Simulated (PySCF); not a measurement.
# ECD: SMILES C=C[C@@H]1/C(=C\C)[C@H]1F, C$_{7}$H$_{9}$F

Geometry:
```
atom   x (Å)   y (Å)   z (Å)
  C1   2.460   1.285  -0.437
  C2   1.592   0.622   0.309
  C3   0.813  -0.533  -0.167
  C4  -0.572  -0.770   0.305
  C5  -1.834  -0.419   0.263
  C6  -2.350   0.741  -0.525
  C7   0.471  -1.662   0.797
  F8   0.537  -2.947   0.329
  H9   3.010   2.127  -0.054
 H10   2.656   1.011  -1.460
 H11   1.406   0.917   1.333
 H12   1.029  -0.837  -1.186
 H13  -2.568  -0.987   0.821
 H14  -2.886   1.428   0.128
 H15  -3.048   0.393  -1.285
 H16  -1.534   1.272  -1.008
 H17   0.811  -1.630   1.827
```

Computed with PySCF 2.14.0, TDDFT wB97X-D/def2-SVPD circular dichroism and optical rotation, one conformer, gas phase. Geometry: GFN2-xTB.

The molecule is flexible and this is one conformer; a measurement averages over conformers.

Assign R or S to each stereocentre.

C3 R, C7 S.

Which excitations and rotatory strengths does the calculation give?

Rotatory strengths R in 10⁻⁴⁰ esu² cm², velocity form and length form (origin at the centre of mass); f in length form.
```csv
state,E (eV),λ (nm),f,R (velocity),R (length),main
1,6.10,203,0.003,-9.6,-10.5,HOMO→LUMO 0.85
2,6.42,193,0.009,+45.1,+44.0,HOMO−2→LUMO 0.86
3,6.92,179,0.751,-170.8,-171.7,"HOMO−1→LUMO 0.55, HOMO→LUMO+1 0.37"
4,7.18,173,0.252,+119.6,+120.0,"HOMO→LUMO+1 0.54, HOMO−1→LUMO 0.38"
5,7.38,168,0.029,-15.7,-16.4,HOMO−1→LUMO+1 0.82
6,7.44,167,0.041,-5.0,-3.3,"HOMO→LUMO+2 0.56, HOMO→LUMO+4 0.17"
7,7.70,161,0.012,-14.9,-15.9,"HOMO−1→LUMO+2 0.75, HOMO−1→LUMO+3 0.15"
8,7.88,157,0.004,+6.8,+7.1,"HOMO→LUMO+3 0.35, HOMO→LUMO+4 0.27"
9,7.89,157,0.010,-1.5,-0.9,HOMO−2→LUMO+1 0.75
10,8.38,148,0.021,+11.9,+9.5,"HOMO→LUMO+3 0.29, HOMO→LUMO+2 0.18"
11,8.44,147,0.033,+15.3,+14.5,"HOMO−1→LUMO+3 0.39, HOMO−1→LUMO+4 0.25"
12,8.52,146,0.002,+2.8,+4.5,HOMO−3→LUMO 0.75
13,8.62,144,0.005,+5.4,+5.3,"HOMO−2→LUMO+2 0.36, HOMO→LUMO+5 0.20"
14,8.64,144,0.005,+23.8,+25.8,"HOMO−4→LUMO+1 0.66, HOMO−1→LUMO+4 0.09"
15,8.72,142,0.005,+8.4,+8.2,"HOMO−1→LUMO+4 0.41, HOMO−1→LUMO+5 0.18"
16,8.77,141,0.021,-11.6,-13.0,"HOMO→LUMO+5 0.30, HOMO−2→LUMO+2 0.18"
```

Among the states computed, the strongest CD band (largest |R|) is state 3. The largest dissymmetry factor in size, g = 4R/(D+G), with D and G the electric and magnetic dipole strengths, is +0.072 for state 14 (velocity form, f = 0.004), among bands with |R| over 0.5. The mirror image has the same energies and oscillator strengths and all R with the opposite sign.
